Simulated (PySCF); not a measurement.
Molfile (atoms numbered from 1):
```
C8H19P
     RDKit          3D

 28 27  0  0  0  0  0  0  0  0999 V2000
   -0.7643   -1.5186    1.5808 C   0  0  0  0  0  0  0  0  0  0  0  0
   -0.9236   -0.5363    0.2300 P   0  0  1  0  0  5  0  0  0  0  0  0
   -1.3428   -1.5542   -1.2210 C   0  0  0  0  0  0  0  0  0  0  0  0
   -2.2913    0.6559    0.4876 C   0  0  0  0  0  0  0  0  0  0  0  0
   -2.5777    1.6473   -0.6290 C   0  0  0  0  0  0  0  0  0  0  0  0
    0.4322    0.5562   -0.4412 C   0  0  0  0  0  0  0  0  0  0  0  0
    1.7822   -0.1520   -0.6068 C   0  0  0  0  0  0  0  0  0  0  0  0
    2.4989   -0.2971    0.7314 C   0  0  0  0  0  0  0  0  0  0  0  0
    2.6549    0.5730   -1.6260 C   0  0  0  0  0  0  0  0  0  0  0  0
   -0.7120   -1.0393    2.5621 H   0  0  0  0  0  0  0  0  0  0  0  0
   -0.2329   -2.4658    1.4577 H   0  0  0  0  0  0  0  0  0  0  0  0
   -0.5760   -2.3335   -1.3389 H   0  0  0  0  0  0  0  0  0  0  0  0
   -2.3075   -2.0456   -1.0375 H   0  0  0  0  0  0  0  0  0  0  0  0
   -1.3874   -0.9574   -2.1426 H   0  0  0  0  0  0  0  0  0  0  0  0
   -3.1655    0.0253    0.7136 H   0  0  0  0  0  0  0  0  0  0  0  0
   -2.0450    1.1772    1.4285 H   0  0  0  0  0  0  0  0  0  0  0  0
   -3.4598    2.2589   -0.3856 H   0  0  0  0  0  0  0  0  0  0  0  0
   -1.7377    2.3378   -0.7947 H   0  0  0  0  0  0  0  0  0  0  0  0
   -2.7874    1.1401   -1.5838 H   0  0  0  0  0  0  0  0  0  0  0  0
    0.5381    1.4127    0.2488 H   0  0  0  0  0  0  0  0  0  0  0  0
    0.0893    0.9673   -1.4063 H   0  0  0  0  0  0  0  0  0  0  0  0
    1.5924   -1.1704   -0.9977 H   0  0  0  0  0  0  0  0  0  0  0  0
    1.8551   -0.8055    1.4640 H   0  0  0  0  0  0  0  0  0  0  0  0
    2.7612    0.6955    1.1355 H   0  0  0  0  0  0  0  0  0  0  0  0
    3.4320   -0.8717    0.6224 H   0  0  0  0  0  0  0  0  0  0  0  0
    2.1714    0.6219   -2.6146 H   0  0  0  0  0  0  0  0  0  0  0  0
    2.8567    1.6072   -1.3008 H   0  0  0  0  0  0  0  0  0  0  0  0
    3.6263    0.0683   -1.7487 H   0  0  0  0  0  0  0  0  0  0  0  0
  1  2  2  0
  2  3  1  6
  2  4  1  0
  4  5  1  0
  2  6  1  0
  6  7  1  0
  7  8  1  0
  7  9  1  0
  1 10  1  0
  1 11  1  0
  3 12  1  0
  3 13  1  0
  3 14  1  0
  4 15  1  0
  4 16  1  0
  5 17  1  0
  5 18  1  0
  5 19  1  0
  6 20  1  0
  6 21  1  0
  7 22  1  0
  8 23  1  0
  8 24  1  0
  8 25  1  0
  9 26  1  0
  9 27  1  0
  9 28  1  0
M  END
```

Geometry: PBE0-D3(BJ)/def2-SVP; GIAO shifts from PySCF 2.14, gas phase, non-relativistic, averaged over equivalent atoms.

At PBE0/pcSseg-1 (255 basis functions, 55 s wall time on 1 thread of an Arm Neoverse V2, shared host):
| atoms | δ (ppm) |
| --- | --- |
| C6 | 41.8 |
| C9 | 28.3 |
| C4 | 27.2 |
| C7 | 25.7 |
| C8 | 24.3 |
| C3 | 11.4 |
| C5 | 9.4 |
| C1 | -9.9 |
| P2 | -26.4 |
| H16 | 1.69 |
| H15 | 1.47 |
| H23/H24/H25 | 1.39 |
| H22 | 1.32 |
| H12/H13/H14 | 1.21 |
| H21 | 1.20 |
| H17/H18/H19 | 0.97 |
| H26/H27/H28 | 0.93 |
| H20 | 0.22 |
| H10/H11 | -0.51 |

Shifts are taken against calculated references (same method and geometry level): ¹³C (σ = 184.41 ppm) and ¹H (σ = 31.27 ppm) vs TMS; H3PO4 for ³¹P (σ = 310.13 ppm).

What do these become at mPW1PW91/pcSseg-1?

Results:


```csv
atoms,δ at mPW1PW91/pcSseg-1,change
C6,41.5,-0.3
C9,28.2,-0.1
C4,27.1,-0.1
C7,25.6,-0.1
C8,24.3,+0.0
C3,11.5,+0.1
C5,9.6,+0.2
C1,-9.9,+0.0
P2,-25.3,+1.1
H16,1.68,-0.01
H15,1.47,+0.00
H23/H24/H25,1.39,+0.00
H22,1.30,-0.02
H12/H13/H14,1.21,+0.00
H21,1.18,-0.02
H17/H18/H19,0.97,+0.00
H26/H27/H28,0.93,+0.00
H20,0.24,+0.02
H10/H11,-0.51,+0.00
```

Referencing at the same level of theory: ¹³C (183.54 ppm) and ¹H (31.32 ppm) vs TMS; ³¹P (308.48 ppm) against H3PO4.

The largest change is at P2 (phosphorus bonded to 4 C). Cost: 255 basis functions, 52 s wall time on 1 thread of an Arm Neoverse V2, shared host. The order of the carbon signals is the same at both levels.

Experimental scales use liquid or dissolved standards, which lie at an offset from isolated H3PO4.
